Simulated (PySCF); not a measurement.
Compound: C₈H₈.
InChI=1S/C8H8/c1-2-4-6-8-7-5-3-1/h1-8H/b2-1-,3-1?,4-2?,5-3-,6-4-,7-5?,8-6?,8-7-

The closed-shell ground state was solved at several levels (PySCF, density fitting, gas phase, non-relativistic). The structure is a single PBE0-D3(BJ)/def2-SVP conformer in the gas phase; no vibrational or solvent corrections. The dipole stays under 0.02 D at every level.

```
         level  basis functions  total energy (Eh)  HOMO (eV)  LUMO (eV)  gap (eV)
 PBE0/pcSseg-1              176          -309.1684      -6.18      -1.43      4.75
PBE0/def2-SVPD              224          -308.9986      -6.18      -1.46      4.72
  KT2/pcSseg-1              176          -315.1415      -5.23      -2.33      2.90
```

**Question.** What might B3LYP/pcJ-1 (296 basis functions) give for the same quantities?

**Answer.** Total energy -309.6044 Eh, HOMO -5.95 eV, LUMO -1.57 eV, gap 4.38 eV.

**Question.** Over all these levels, which gives the widest orbital gap and which the narrowest?

**Answer.** PBE0/pcSseg-1 (global hybrid, 25 % exact exchange) has the widest, 4.75 eV, and KT2/pcSseg-1 (GGA) the narrowest, 2.90 eV. The two share the basis. From the narrowest to the widest the HOMO moves by -0.95 eV and the LUMO by +0.90 eV.
